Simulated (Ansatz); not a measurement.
One change: `N=CF` becomes `[CH3][GaH][C](=N)F`.

Ansatz, PBE0-D4/def2-TZVP geometries, multiplicity 1. Each molecule was computed in one conformer, which needn't be the lowest.

Scalar relativity is left out up to krypton.

```tsv
property	`N=CF`
size of the dipole moment (B3LYP/def2-TZVPP) / D	2.78
zero-point energy (PBE0-D4/def2-TZVP) / kJ/mol	87.6
ideal-gas entropy at 298 K and 1 bar (rigid rotor, harmonic PBE0-D4/def2-TZVP) / J/(mol·K)	248
LUMO energy (PBE0/def2-TZVPP) / eV	-0.16
HOMO energy (PBE/def2-TZVPP) / eV	-7.18
HOMO–LUMO gap (PBE0/def2-TZVPP) / eV	8.64
```

Problem. Give the same properties after the change, and the shifts. (Estimate.)

Solution. Computed: 
```
                                                                                  property  `[CH3][GaH][C](=N)F`  shift
                                          size of the dipole moment (B3LYP/def2-TZVPP) / D                  1.17  -1.61
                                            zero-point energy (PBE0-D4/def2-TZVP) / kJ/mol                 170.8   83.2
ideal-gas entropy at 298 K and 1 bar (rigid rotor, harmonic PBE0-D4/def2-TZVP) / J/(mol·K)                   377    129
                                                        LUMO energy (PBE0/def2-TZVPP) / eV                 -1.68  -1.52
                                                         HOMO energy (PBE/def2-TZVPP) / eV                 -6.65   0.53
                                                      HOMO–LUMO gap (PBE0/def2-TZVPP) / eV                  6.38  -2.26
```

With PBE0 the HOMO rises by 0.75 eV and the LUMO falls by 1.52 eV, so the gap narrows by about 2.27 eV. PBE moves the HOMO by 0.53 eV and ωB97M-V by 0.91 eV. The zero-point energy changes by 83.2 kJ/mol with +15 modes. Dipoles are sizes alone; their direction can turn. Modes under 60 cm⁻¹, often nearly free rotors, make the harmonic entropy too high.

B3LYP here is the variant with VWN-RPA as its local correlation; programs differ in this.
